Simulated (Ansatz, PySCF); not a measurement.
Molecule: CH2NS, net charge 0, doublet state. It need not be the lowest isomer of its formula. 
Coordinates optimised at B3LYP-D3(BJ)/def2-TZVP (Ansatz, an electronic-structure program):
SMILES: [C](N)=S
```xyz
5

C      0.0343    -0.5792    -0.1118
N     -1.1545    -1.1053     0.0715
S      0.6961     0.8659    -0.0074
H     -1.3063    -2.0909    -0.0695
H     -1.9562    -0.5513     0.3579
```
Charge 0, spin multiplicity 2.

Property: vertical electron affinity (to the singlet state of charge -1; a negative value means that the extra electron is unbound and the number depends on the basis; each state is the SCF solution reached for its spin; for the singlet T1 is 0.035), in eV. Valence correlation only, unless marked. UHF or UKS for open shells. No spin-orbit coupling. Non-relativistic. Anions need diffuse functions: aug- sets have them; def2-D sets add few. Basis-set limits of correlation are two-point, X^-3; Hartree-Fock from the larger set. The bracket is a focal-point correction in the basis named.

```
level               program  vertical electron affinity (eV)
------------------  -------  -------------------------------
HF/aug-cc-pV(D+d)Z   Ansatz                            -0.54
HF/aug-cc-pV(Q+d)Z   Ansatz                            -0.56
M06-2X/def2-TZVPD     PySCF                             0.45
B2PLYP/def2-TZVPD    Ansatz                             0.37
```

**Question.** Estimate the value at RI-MP2/CBS(aug-cc-pV(T+d)Z,aug-cc-pV(Q+d)Z)+[CCSD(T)-MP2]/aug-cc-pV(T+d)Z as computed with Ansatz.

**Answer.** 0.60 eV, so B2PLYP/def2-TZVPD differs from it by -0.23 eV.
